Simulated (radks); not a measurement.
Fractional charge and spin in the 5p shell of neodymium: the spin-up occupation runs from 2 to 3 and the spin-down occupation from 2 to 3; the fullest corner is Nd+, [Kr] 4d10 4f(up 2, down 2) 5s2 6s(up 0.5, down 0.5) 5p(up 3, down 3). All-electron calculation, scalar-relativistic Kohn-Sham, PBE, spin-polarised, spherical densities, finite nucleus; Fermi nuclear charge, rms radius of each element as measured or else 0.836 A^(1/3) + 0.57 fm. Program: a radial shooting solver on a logarithmic mesh with Libxc functionals. Energy (eV) above the fullest corner. The planes named below are the two flat planes that join the four corners, with an edge along up + down = one added electron.

| down \ up | 2 | 2.5 | 3 |
|---|---|---|---|
| 2 | 78.369 | 54.358 | 33.226 |
| 2.5 | 54.358 | 33.437 | 15.290 |
| 3 | 33.226 | 15.290 | 0.000 |

Corners above the fullest one (they belong to Nd2+ and the next ion): (up 3, down 2) 33.226 eV, (up 2, down 3) 33.226 eV, (up 2, down 2) 78.369 eV. With half an added electron in each spin the energy lies 0.212 eV from the planes, and with half an added electron in spin up alone -1.440 eV. The planes are only a guide here: the flat-plane condition holds for ground states with one frontier orbital, while this shell lies below other occupied shells, so the corners above the fullest one are inner-hole states and not the ground states of those ions.
